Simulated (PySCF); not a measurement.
H4P2, charge +1, multiplicity 2. Atoms are numbered in the order given.

```xyz
6

P     -1.0659    -0.1238     0.0000
P      1.0659     0.1238     0.0000
H     -1.4703     0.6730     1.1084
H     -1.4703     0.6730    -1.1084
H      1.4703    -0.6730     1.1084
H      1.4703    -0.6730    -1.1084
```
Charge +1, spin multiplicity 2.

The structure is a stationary point at PBE-D3(BJ)/def2-TZVP. The multiplicity is an assumed one; other spin states were not compared.

Computed with PBE-D3(BJ)/def2-TZVP in PySCF.

Frequencies are harmonic and unscaled.

```json
[
 {"mode": "1", "ν (cm⁻¹)": "273", "IR (km/mol)": "4.9", "moving atoms (share of kinetic energy)": "H 98 %"},
 {"mode": "2", "ν (cm⁻¹)": "372", "IR (km/mol)": "110.6", "moving atoms (share of kinetic energy)": "H 94 %"},
 {"mode": "3", "ν (cm⁻¹)": "482", "IR (km/mol)": "0.0", "moving atoms (share of kinetic energy)": "P 94 %"},
 {"mode": "4", "ν (cm⁻¹)": "545", "IR (km/mol)": "8.1", "moving atoms (share of kinetic energy)": "H 100 %"},
 {"mode": "5", "ν (cm⁻¹)": "772", "IR (km/mol)": "0.0", "moving atoms (share of kinetic energy)": "H 88 %, P 12 %"},
 {"mode": "6", "ν (cm⁻¹)": "796", "IR (km/mol)": "0.0", "moving atoms (share of kinetic energy)": "H 92 %, P 8 %"},
 {"mode": "7", "ν (cm⁻¹)": "1010", "IR (km/mol)": "0.0", "moving atoms (share of kinetic energy)": "H 96 %"},
 {"mode": "8", "ν (cm⁻¹)": "1012", "IR (km/mol)": "53.6", "moving atoms (share of kinetic energy)": "H 96 %"},
 {"mode": "9", "ν (cm⁻¹)": "2360", "IR (km/mol)": "0.0", "moving atoms (share of kinetic energy)": "H 98 %"},
 {"mode": "10", "ν (cm⁻¹)": "2365", "IR (km/mol)": "18.6", "moving atoms (share of kinetic energy)": "H 98 %"},
 {"mode": "11", "ν (cm⁻¹)": "2392", "IR (km/mol)": "0.0", "moving atoms (share of kinetic energy)": "H 96 %"},
 {"mode": "12", "ν (cm⁻¹)": "2401", "IR (km/mol)": "13.5", "moving atoms (share of kinetic energy)": "H 96 %"}
]
```
